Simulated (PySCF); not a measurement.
Dissociation curve of SH (anion, charge -1), singlet.

Calculation: CCSD(T) on UHF/aug-cc-pVTZ, 5 core orbitals frozen (PySCF).

**Question.** Relative to R = 1.35 Å, what are the energies at R = 1.02, 1.43, 2.00, 5.33 Å?

**Answer.** 59.7 kcal/mol at 1.02 Å, 1.6 kcal/mol at 1.43 Å, 44.1 kcal/mol at 2.00 Å, 91.4 kcal/mol at 5.33 Å.

The unrestricted determinant behind UCCSD(T) is spin-contaminated at 2.00 to 5.33 Å (<S²> up to 1.0, against 0.00 for a pure singlet). Where the anion isn't bound against loss of the electron, the finite basis alone holds it.
